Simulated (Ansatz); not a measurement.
Gas-phase electronic energies from Ansatz, PBE0-D4/def2-TZVP geometries. CBS: MP2 limit from def2 TZ/QZ plus the TZ coupled-cluster correction, frozen cores. This one scheme is used for every species. DFT in def2-TZVPP. For Ga outer-core shells are correlated without core-valence functions, which leaves a few kJ/mol of doubt a bond. Scalar relativity is left out up to krypton. One conformer a species, not always the lowest.

Reaction (ligand exchange at a Ga–S bond): `[OH][Ga]([SH])[Cl]` + CH₃OH → `C[O][Ga]([OH])[Cl]` + H₂S

```tsv
species	PBE0-D4 energy (Eh)
`[OH][Ga]([SH])[Cl]`	-2859.24920
CH₃OH	-115.64111
`C[O][Ga]([OH])[Cl]`	-2575.60917
H₂S	-399.26288
```

**Question.** Work out ΔE.

**Answer.** ΔE = (-2575.60917) + (-399.26288) − (-2859.24920) − (-115.64111) = 0.01826 Eh = +11.5 kcal/mol. CCSD(T)/CBS gives +9.4 kcal/mol.

Largest T1 diagnostic among the species: 0.013.
